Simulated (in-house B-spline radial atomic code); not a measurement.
# RPA and G0W0 on r2SCAN0: the antimony ion Sb⁴⁺

Configuration [Kr] 4d10 5s1, highest spin, mean-field start r2SCAN0. Computed with an all-electron radial atomic-structure program (B-spline basis): all electrons, scalar-relativistic (spin-free one-electron X2C), finite nucleus, each spin shell either full or empty, empty states to l = 9 with an (l + 1/2)⁻⁴ tail; G0W0 by contour deformation at full frequency.

RPA overbinds a lone outer s electron by self-correlation, and G0W0 tends to as well.

Command:
```bash
python run_gw.py task.json out
```
Settings (radii: box in bohr, nucleus in fm):
```
Z                        51
electrons                47
configuration            [Kr] 4d10 5s1
hamiltonian              x2c
method                   r2scan0
lmax                     9
rms_radius               4.6802
spin_polarised           True
box_radius               11.96
intervals                68
ion_configuration        [Kr] 4d10
```

Run time, properties included: 9.5 s on 1 thread of Arm Neoverse N1 (shared host).

Energies (hartree):

```tsv
term	value
mean-field total	-6477.35153
Hartree-Fock functional on these orbitals	-6474.71186
direct second order	-4.0881
second-order exchange	1.1358
SOSEX correction	1.0655
```

Q: What is the RPA correlation energy, and what remains with SOSEX?

A: RPA gives -3.6396 hartree (-2.11 eV per electron); RPA + SOSEX gives -2.574, and the second-order doubles -2.9524 hartree (no singles). RPA lacks exchange-type terms and so overcorrelates at short range.

Quasi-particle levels (eV):

| level | occupied | mean field | Σx - vxc | Σc | QP weight | G0W0 |
| --- | --- | --- | --- | --- | --- | --- |
| 5s up | yes | -51.52 | -2.12 | ? | ? | ? |
| 4d down | yes | -79.22 | -6.91 | 0.38 | 0.951 | -85.75 |
| 4d up | yes | -79.56 | -6.86 | 0.28 | 0.884 | -86.14 |
| 5s down | no | -46.49 | 5.35 | -2.67 | 0.961 | -43.80 |

G0W0 = mean field + (Σx - vxc) + Σc, with Σc (partial-wave tail included) taken at the quasi-particle energy. Only the outer levels were computed. Levels of low weight are left out.

Q: Where does G0W0 put 5s up?

A: At -55.66 eV, with Σc = -2.02 eV and a quasi-particle weight of 0.972. The tabulated removal energy is 55 ± 0.1 eV (NIST, semi-empirical); the calculation leaves out spin-orbit coupling, Breit and QED terms, and what these don't explain is the method's own error.

Q: What does it cost to remove one electron (to [Kr] 4d10) by differences of total energies, each species on its own start (correlation terms add to the Hartree-Fock functional)?

A: r2SCAN0 54.96 eV, Hartree-Fock functional 53.40 eV, + RPA 55.45 eV, + RPA + SOSEX 54.80 eV, + second order 55.69 eV. Tabulated: 55 ± 0.1 eV (NIST, semi-empirical); the calculation leaves out spin-orbit coupling, Breit and QED terms, and what these don't explain is the method's own error.
